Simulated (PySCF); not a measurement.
C3H13NSi2, SMILES CNC([SiH3])([SiH3])C.

The structure is a stationary point at r2SCAN-D4/def2-SVP. The structure was generated by enumeration, and PubChem lists no compound with its InChIKey, so it may never have been made. One conformer was computed; it need not be the lowest.

These are PySCF with CAM-B3LYP/def2-TZVP values and carry that method's errors.

Isolated molecule, no solvent.

- total energy: -755.84167 hartree
- highest occupied level: -7.98 eV
- lowest empty level: 1.33 eV
- orbital gap: 9.30 eV
- dipole moment: 1.59 D
- quadrupole, principal values (traceless, Buckingham form, about the centre of nuclear charge): -2.88, -0.31, 3.19 D·Å
